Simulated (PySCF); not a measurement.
## Telling isomers of C$_{5}$H$_{4}$F$_{2}$ apart by NMR

PySCF 2.14 calculation with structure optimised with GFN2-xTB, GIAO PBE0/pcSseg-1 shieldings and B3LYP/pcJ-1 coupling constants (spin–dipole term left out of most H,H and C,H couplings); one averaged value for each set of equivalent atoms, no solvent, no relativistic terms, one conformer.

Scale: TMS for 1H (31.72 ppm), 13C (186.93 ppm) (reference shieldings calculated alike). Multiplet labels drop J under 1 Hz and among equivalent protons, and merge close values. Unscaled 3J(H,H) run several per cent high. Splittings of carbon signals by F and P are missing where no couplings were computed. Where no couplings were computed, multiplicities follow the n + 1 count of equivalent neighbours, and m marks all less simple cases (inequivalent or close neighbours, rings, F or P nearby). Vicinal couplings that depend on rotamer populations or ring flexing (ring, CH–CH, X–H and H–F types) are those of the one conformer. One-bond C–F couplings are unscaled and too large by tens of Hz. Shifts are as computed. Against solution values, carbons near 30 ppm lie about +3 ppm off and those near 130 ppm about +5 ppm. Of 1211 compounds with measured shifts, 218 miss one by over three times the rms of a fit or turn the order of signals round; such compounds aren't used in these exercises.

(1) Tabulate the signals of `C/C(F)=C1C=C/1F`, `C#C[C@@]1(F)C[C@@H]1F`, `C=C=C=CC(F)F` and their relative energies.

(2) What is the quickest way to tell C/C(F)=C1C=C/1F from C=C=C=CC(F)F?

(3) What is the quickest way to tell C#C[C@@]1(F)C[C@@H]1F from C=C=C=CC(F)F?

(4) What is the quickest way to tell C/C(F)=C1C=C/1F from C#C[C@@]1(F)C[C@@H]1F?

Results:

(1) 
```json
{"SMILES": "C/C(F)=C1C=C/1F", "carbon types": "3×C 1×CH 1×CH3", "δC": "159.7, 135.9, 105.2, 100.7, 20.5", "δH": "6.19 (t, 1H), 2.15 (d, 3H)", "E rel. (kcal/mol)": "24.0"}
{"SMILES": "C#C[C@@]1(F)C[C@@H]1F", "carbon types": "2×C 2×CH 1×CH2", "δC": "85.3, 84.3, 78.6, 70.5, 23.0", "δH": "4.53 (m, 1H), 2.26 (s, 1H), 1.65 (m, 1H), 1.14 (m, 1H)", "E rel. (kcal/mol)": "16.0"}
{"SMILES": "C=C=C=CC(F)F", "carbon types": "2×C 2×CH 1×CH2", "δC": "186.7, 185.7, 121.5, 114.5, 108.1", "δH": "6.33 (m, 1H), 6.23 (m, 1H), 5.96 (m, 2H)", "E rel. (kcal/mol)": "0.0"}
```

Energies are electronic energies at PBE0/pcSseg-1 on these geometries, without zero-point or thermal terms, each for the one conformer computed, which needn't be the lowest.

(2) Both give the same number of carbon signals, but DEPT or the intensities differ. The first has a fully substituted alkene carbon (C) at 105.2 ppm, the second a terminal carbon of a cumulated C=C=C unit (CH2) at 108.1 ppm. Their most deshielded carbons lie at 159.7 and 186.7 ppm.

(3) Both give the same number of carbon signals, with the same numbers of each carbon type, so the positions decide. The first has an alkyne carbon (C) at 84.3 ppm, the second a central carbon of an allene (C) at 186.7 ppm. Their most deshielded carbons lie at 85.3 and 186.7 ppm. In the proton spectra the most deshielded non-exchanging signals are 4.53 (m, 1H) and 6.33 (m, 1H).

(4) Both give the same number of carbon signals, but DEPT or the intensities differ. The first has a fully substituted alkene carbon (C) at 159.7 ppm, the second a three-membered-ring carbon (CH2) at 23.0 ppm. Their most deshielded carbons lie at 159.7 and 85.3 ppm. In the proton spectra the most deshielded non-exchanging signals are 6.19 (t, J = 6.0 Hz, 1H) and 4.53 (m, 1H).
